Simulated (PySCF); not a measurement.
Species: C₆H₁₁NO.
SMILES with atom numbers: `[CH3:1][CH2:2][O:3][C@H:4]([C:5]#[N:6])[CH2:7][CH3:8]` (hydrogens: H9, H10, H11 on C1; H12, H13 on C2; H14 on C4; H15, H16 on C7; H17, H18, H19 on C8)

The geometry is computed with GFN2-xTB (gas phase).

What internal coordinates does the optimisation give?

| bond | length (pm) |
| --- | --- |
| C1–C2 | 151.9 |
| C2–O3 | 141.5 |
| O3–C4 | 141.1 |
| C4–C5 | 145.7 |
| C5≡N6 | 114.3 |
| C4–C7 | 153.6 |
| C7–C8 | 152.3 |
| C1–H9, C1–H10, C1–H11 | 108.6 |
| C2–H12 | 110.2 |
| C2–H13 | 110.0 |
| C4–H14 | 110.8 |
| C7–H15 | 109.1 |
| C7–H16 | 109.1 |
| C8–H17, C8–H18, C8–H19 | 108.8 |

Bonds in one row agree within 1 pm and their mean is given. A selection of angles:
| angle | degrees |
| --- | --- |
| C1–C2–O3 | 108.1 |
| C2–O3–C4 | 114.4 |
| O3–C4–C5 | 111.5 |
| O3–C4–C7 | 108.2 |
| C5–C4–C7 | 109.8 |
| C4–C5–N6 | 178.9 |
| C4–C7–C8 | 112.0 |

Torsions: C1–C2–O3–C4 -179° (antiperiplanar); C2–O3–C4–C5 -66° (synclinal); O3–C4–C7–C8 -174° (antiperiplanar).

O3 (ether oxygen) is bent (angle 114.4°). The 4 C–C bonds span 1.457 Å (C4–C5, drawn single) to 1.536 Å (C4–C7, drawn single), a spread of 0.079 Å. Of the pairs four or more bonds apart, C5···H13 is among the closest relative to their van der Waals radii: 2.59 Å, 89 % of the sum of Bondi's values.

Point group: C1 (no symmetry element, even within 0.4 Å). Not checked by GFN2-xTB frequencies. The numbers are those of one conformer.
